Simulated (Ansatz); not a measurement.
Mulliken charges of Br3HOZr (`[OH][Zr]([Br])([Br])[Br]`) from B3LYP/def2-TZVPP in Ansatz (PBE0-D4/def2-TZVP geometry).

```csv
atom,x (Å),y (Å),z (Å),charge (e)
O1,-0.020,0.200,1.483,-0.479
Zr2,0.005,-0.050,-0.374,1.031
Br3,1.873,-1.588,-0.962,-0.252
Br4,-2.164,-1.040,-1.090,-0.252
Br5,0.339,2.152,-1.485,-0.252
H6,-0.032,0.326,2.429,0.203
```

Task: By hand: the dipole of these point charges (1 e Å = 4.8032 D).

Result: Σ q r = (-0.004, 0.039, 0.288) e Å, of length 0.291 e Å = 1.40 D.

Task: How does the dipole of the full density compare? (Estimate.)

Result: The calculation gave: (-0.008, 0.079, 0.586) e Å, 2.84 D; the point charges give 0.49 times that, at 0° from its direction.

Point charges leave out the atoms' own dipoles, such as those of lone pairs, and Mulliken's split depends on the basis, so the two needn't agree.

B3LYP here is the variant with VWN-RPA as its local correlation; programs differ in this.
